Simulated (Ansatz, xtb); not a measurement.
# CH7GeSi−: 8 structures ranked

8 gas-phase structures of CH7GeSi−, found in a search over its isomers (lower ones may exist). Each was relaxed with GFN2-xTB:

A. `[SiH3][CH2][GeH2-]`, a singlet
B. `C[SiH2][GeH2-]`, a singlet
C. `[SiH3][CH-][GeH3]`, a singlet
D. `C[SiH-][GeH3]`, a singlet
E. `[CH2-][GeH2][SiH3]`, a singlet
F. `[CH3][GeH-][SiH3]`, a singlet
G. `[CH2-][SiH2][GeH3]`, a singlet
H. `[CH3][GeH2][SiH2-]`, a singlet

Estimate their order in r2SCAN-D4/def2-SVPD energy at these geometries, lowest first.

Calculated order at r2SCAN-D4/def2-SVPD: B (0.000), F (0.252), H (0.678), A (0.688), D (0.802), C (1.373), G (1.560), E (1.847) eV. Less than 1 kcal/mol parts H and A, so the order within that pair means little.

Energies above the lowest of each column, in eV; the last columns are at PBE0-D3(BJ)/def2-SVPD geometries and were run for some of them only (a dash: not run or not comparable):

```
structure  GFN2-xTB  HF/STO-3G  r2SCAN-D4/def2-SVPD  PBE0-D3(BJ)/def2-SVPD  CCSD(T)/def2-SVPD + ΔMP2/def2-TZVPPD
        B     0.000      0.053                0.000                  0.000                                 0.000
        F     0.040      0.000                0.252                  0.256                                 0.204
        H     0.964      0.840                0.678                  0.444                                 0.369
        A     0.317      1.302                0.688                  0.688                                     –
        D     0.901      0.800                0.802                  0.513                                     –
        C     1.360      2.171                1.373                      –                                     –
        G     1.332      2.600                1.560                      –                                     –
        E     1.591      2.251                1.847                      –                                     –
```

CCSD(T)/def2-SVPD + ΔMP2/def2-TZVPPD puts B lowest of those it was run on; HF/STO-3G picks F. Flexible structures stand in one conformer each, not always the lowest. Frequencies (PBE0-D3(BJ)/def2-SVPD) were run for B, F, H alone. ΔMP2 is the change of the MP2 energy from the smaller to the larger basis.

Over these structures GFN2-xTB departs from r2SCAN-D4/def2-SVPD by 0.180 eV on average once a common shift is removed. A GFN2-xTB relaxation took about 0.054 s and the r2SCAN-D4/def2-SVPD energy about 2.7 s on a shared host (Ansatz 0.2.0, xtb 6.7.1).
